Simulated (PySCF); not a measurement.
Correlation energy of P (phosphorus, neutral)

[Ne] 3s2 3p3, high-spin 4S determinant. Computed with PySCF 2.14 in aug-cc-pVDZ-DK, with scalar relativity by spin-free X2C-1e. Frozen: [Ne]; 5 electrons correlated.

MP2 pair energies summed by pair of shells (mhartree):

```csv
pair,energy,share (%)
3s-3p,-42.28,63.2
3p-3p,-16.15,24.2
3s-3s,-8.45,12.6
```

Total MP2 correlation energy: -66.88 mhartree.

Same-spin part -18.87 and opposite-spin part -48.01 mhartree; SCS-MP2 scales them by 1/3 and 6/5 to -63.90 mhartree.

```csv
level,correlation energy (mhartree)
CCSD,-85.09
(T),-1.55
CCSD(T),-86.64
```

Diagnostics: T1 = 0.0024, D1 = 0.0048, largest double amplitude 0.043.

Q: Is a single reference adequate?

A: Yes: T1 lies below 0.03 and no double amplitude reaches 0.07.
